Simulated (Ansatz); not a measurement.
Z-matrix (Å, degrees):
```
Ge
H 1 1.534
H 1 1.534 2 109.5
H 1 1.534 2 109.5 3 -120.0
H 1 1.534 2 109.5 3 120.0
```

Total charge 0; spin multiplicity 1.

Q: List the PBE/def2-TZVPP orbital energies in eV (the Gaussian-basis code of Ansatz). (An estimate is asked.)

A: Ansatz gave: Occupied: -10804.36, -1337.75, -1191.15, -1191.15, -1191.15, -162.32, -113.75, -113.75, -113.75, -29.59, -29.59, -29.59, -29.52, -29.52, -13.92, -8.35, -8.35, -8.35. Lowest empty: 0.18, 0.58, 0.58, 0.59, 3.94, 3.94, 4.81, 4.81.
